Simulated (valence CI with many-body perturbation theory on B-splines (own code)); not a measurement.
E1 line list for Te2+

Method: relativistic CI+MBPT: four valence electrons over a frozen Dirac-Fock core [Kr] 4d10, radial functions for each j: 11 s, 11 p, 9 d, 7 f, 5 g, 2 h, 1 i, with the one-electron correlation potential Σ1 (screened to all orders), the two-electron term Σ2, the three-electron term Σ3, Breit, model QED; selected single and double excitations, second order for the rest, scaled by the run's own slope (own B-spline code, finite nucleus).

Against 45 measured levels this calculation errs by 178 cm⁻¹ on average and by 974 at most. These come from a selection out of Zhang, Palmeri, Quinet and Biemont, Astron. Astrophys. 551, A136 (2013). Levels without a partner in it may be off by more. Among the levels kept, up to 270 cm⁻¹ of a level comes from second order outside the variational space, and about a tenth of that is noise between levels of different J, which matters for small intervals. 7 measured levels below the end of the list, from 114216 cm⁻¹ on, found no clear computed partner, and computed levels of the same name lie up to 1987 cm⁻¹ from them.

Lines 101 to 150 of 284 in falling wavelength, among levels below 173861 cm⁻¹, chosen from the strongest by gf and those to the six lowest levels. Wavelengths and rates use the calculated energies, so an error of 200 cm⁻¹ moves a line at 2989 Å by 0.6 % and its rate by three times that or more. Electric multipoles are in the length gauge, E1 and E2 with the static RPA response of the core. Weak lines are less certain than strong ones. Lines between different terms over intervals too small for the method are left out, as are lines whose strength nearly cancels. Where a level lies close to another of its J and parity, the split of strength between their lines is uncertain. The highest levels of a list are the least certain.

Names give the largest LS component (configuration and term), which can be under half, so a name can repeat, a term be missing and a line seem to break the LS rules; names also repeat where a configuration has a term twice. Letters in brackets count levels of one name in rising energy.

```tsv
λ vac (Å)	λ from measured levels	Upper	Lower	A (s⁻¹)	log gf	Branch %
3023		4f5s²5p ¹F_3	5s5p³ ¹D°_2	2.96e+07	-0.55	3.3
2989	2999	5s²5p6p ³P_2	5s²5p5d ³F°_3	2.69e+07	-0.74	8.5
2983	2980	5s²5p6d ¹F°_3	5s²5p6p ³P_2	3.03e+07	-0.55	1.5
2970	2979	5s²5p6p ³P_1 [b]	5s²5p5d ³F°_2	5.98e+07	-0.62	19.0
2969		4f5s²5p ³F_4	5s²5p5d ¹F°_3	1.62e+07	-0.72	1.8
2960	2953	5s²5p6d ³P°_1	5s²5p6p ³P_1 [b]	6.97e+07	-0.56	5.0
2960	2977	5s²5p6p ³D_1	5s5p³ ³P°_2 [a]	6.63e+07	-0.58	24.4
2884	2880	5s²5p6d ³D°_1	5s²5p6p ³D_1	1.36e+08	-0.29	7.0
2806		4f5s²5p ³D_3	5s5p³ ¹D°_2	6.12e+07	-0.30	6.5
2763		4f5s²5p ³F_2	5s²5p6s ¹P°_1	6.05e+07	-0.46	6.8
2737		4f5s²5p ³F_3	5s²5p6s ³P°_2 [b]	9.54e+07	-0.12	10.4
2645		4f5s²5p ¹G_4	5s²5p5d ¹F°_3	4.15e+08	0.59	81.2
2642		4f5s²5p ¹F_3	5s²5p5d ³D°_2	6.98e+07	-0.29	7.7
2634		4f5s²5p ³F_3	5s²5p6s ³P°_2 [a]	1.04e+08	-0.12	11.4
2622		4f5s²5p ³F_2	5s5p³ ³S°_1	5.80e+07	-0.52	6.6
2507		4f5s²5p ³F_2	5s²5p5d ¹P°_1	1.72e+08	-0.09	19.4
2497		4f5s²5p ³F_4	5s²5p5d ³D°_3	2.24e+08	0.28	25.1
2475		4f5s²5p ³D_3	5s²5p5d ³D°_2	1.51e+08	-0.01	16.1
2433		4f5s²5p ³D_2	5s²5p5d ³D°_2	1.32e+08	-0.23	14.9
2423		4f5s²5p ¹D_2	5s²5p5d ³P°_1 [b]	1.11e+08	-0.31	19.3
2408		4f5s²5p ³D_2	5s²5p5d ³P°_1 [a]	1.93e+08	-0.08	21.7
2381		4f5s²5p ³D_3	5s²5p5d ³D°_3	7.55e+07	-0.35	8.0
2351		4f5s²5p ³D_1	5s²5p5d ³P°_0	2.17e+08	-0.27	23.4
2331		4f5s²5p ³D_1	5s²5p5d ³P°_1 [a]	1.46e+08	-0.45	15.7
2295		4f5s²5p ¹F_3	5s²5p6s ³P°_2 [b]	4.02e+07	-0.65	4.4
2264		4f5s²5p ¹G_4	5s²5p5d ³D°_3	3.11e+07	-0.67	6.1
2222		4f5s²5p ¹F_3	5s²5p6s ³P°_2 [a]	4.41e+07	-0.64	4.8
2168		4f5s²5p ³D_3	5s²5p6s ³P°_2 [b]	4.21e+07	-0.68	4.5
2164		4f5s²5p ³G_3	5s²5p5d ³F°_3	3.20e+07	-0.80	3.5
2129	2117	5s5p³ ⁵S°_2	5s²5p² ¹D_2	1.69e+05	-3.24	3.7
2101		4f5s²5p ³G_4	5s²5p5d ³F°_3	5.40e+08	0.51	65.6
2091		4f5s²5p ³G_3	5s²5p5d ³F°_2	2.02e+08	-0.03	22.3
2045		4f5s²5p ³F_3	5s²5p5d ³F°_2	2.00e+08	-0.06	21.8
2004		4f5s²5p ³F_4	5s²5p5d ³F°_4	1.40e+08	-0.12	15.7
1996		4f5s²5p ¹D_2	5s5p³ ³S°_1	7.76e+07	-0.63	13.5
1987		4f5s²5p ³G_5	5s²5p5d ³F°_4	8.32e+08	0.73	100.0
1916		4f5s²5p ³G_3	5s5p³ ³P°_2 [b]	2.74e+08	0.02	30.1
1841		4f5s²5p ¹F_3	5s²5p5d ³F°_3	7.89e+07	-0.55	8.7
1820		4f5s²5p ³F_4	5s²5p5d ³F°_3	2.26e+08	0.00	25.4
1787		4f5s²5p ¹F_3	5s²5p5d ³F°_2	3.77e+08	0.10	41.3
1781	1772	5s5p³ ⁵S°_2	5s²5p² ³P_2	2.47e+06	-2.23	54.8
1736		4f5s²5p ³G_3	5s5p³ ³P°_2 [a]	3.65e+08	0.06	40.2
1704		4f5s²5p ³F_3	5s5p³ ³P°_2 [a]	8.37e+07	-0.59	9.2
1680	1671	5s5p³ ⁵S°_2	5s²5p² ³P_1	1.87e+06	-2.40	41.5
1591		4f5s²5p ³D_3	5s5p³ ³P°_2 [b]	2.85e+08	-0.12	30.3
1531	1526	5s5p³ ³D°_1	5s²5p² ¹D_2	8.00e+06	-2.07	8.7
1521		4f5s²5p ¹F_3	5s5p³ ³P°_2 [a]	1.03e+08	-0.60	11.3
1514	1511	5s5p³ ³P°_1	5s²5p² ¹S_0	3.82e+06	-2.40	1.6
1481		4f5s²5p ³D_2	5s5p³ ³P°_1	2.02e+08	-0.48	22.7
1478	1474	5s5p³ ³D°_3	5s²5p² ¹D_2	1.19e+07	-1.56	27.5
```
